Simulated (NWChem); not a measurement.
Molecule: silicon monosulfide (SiS, singlet); SMILES [Si]=S

Computed with NWChem. Pople sets run with spherical d functions. Low-valent species are run as closed-shell singlets; no triplet was tried in these runs. Each level has its own optimisation. Computed dipoles belong to the equilibrium geometry; the measured one is vibrationally averaged.

Measured dipole moment: 1.73 D (NIST CCCBDB, as tabulated in the package chemicals).

```csv
level,dipole moment (D),computed − measured
Hartree-Fock/STO-3G,1.76,+0.03
Hartree-Fock/3-21G,3.26,+1.53
Hartree-Fock/6-31G*,2.44,+0.71
B3LYP/6-31G*,1.84,+0.11
"LDA (Slater exchange, VWN5)/def2-SVP",1.27,-0.46
PBE/def2-SVP,1.36,-0.37
BLYP/def2-SVP,1.35,-0.38
PBE0/def2-SVP,1.56,-0.17
```
